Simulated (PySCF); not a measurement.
AlH3S3, SMILES [SH][Al]([SH])[SH].

Geometry: B3LYP-D3(BJ)/def2-SVP. The values are those of a single conformer.

Method: PySCF with TDDFT-B3LYP/def2-SVPD.

Vertical excitations. Gas-phase values at a fixed geometry.

```csv
state,energy (eV),λ (nm),f,main pairs
S1,5.31,233,0.003,HOMO→LUMO 96 %
S2,5.35,232,0.003,HOMO−1→LUMO 95 %
S3,5.72,217,0.005,HOMO→LUMO+2 74 %
S4,5.74,216,0.005,"HOMO−1→LUMO+2 70 %, HOMO−1→LUMO+1 11 %"
S5,5.83,213,0.058,"HOMO→LUMO+1 50 %, HOMO−1→LUMO+1 37 %"
S6,5.87,211,0.044,"HOMO−1→LUMO+1 36 %, HOMO→LUMO+1 25 %, HOMO→LUMO+2 15 %, HOMO−1→LUMO+2 13 %"
S7,6.14,202,0.132,HOMO−2→LUMO 92 %
S8,6.29,197,0.004,"HOMO−2→LUMO+2 46 %, HOMO→LUMO+3 17 %, HOMO−1→LUMO+3 14 %"
S9,6.52,190,0.001,"HOMO−2→LUMO+1 49 %, HOMO→LUMO+3 21 %, HOMO−2→LUMO+2 9 %"
S10,6.58,188,0.005,"HOMO→LUMO+3 51 %, HOMO−2→LUMO+1 32 %"
T1,5.10,243,0,HOMO→LUMO 93 %
T2,5.11,242,0,HOMO−1→LUMO 92 %
T3,5.21,238,0,HOMO→LUMO+1 96 %
T4,5.27,235,0,HOMO−1→LUMO+1 95 %
```
Triplets are in the Tamm–Dancoff approximation, which puts them higher than full response would, so one can lie above its singlet here.
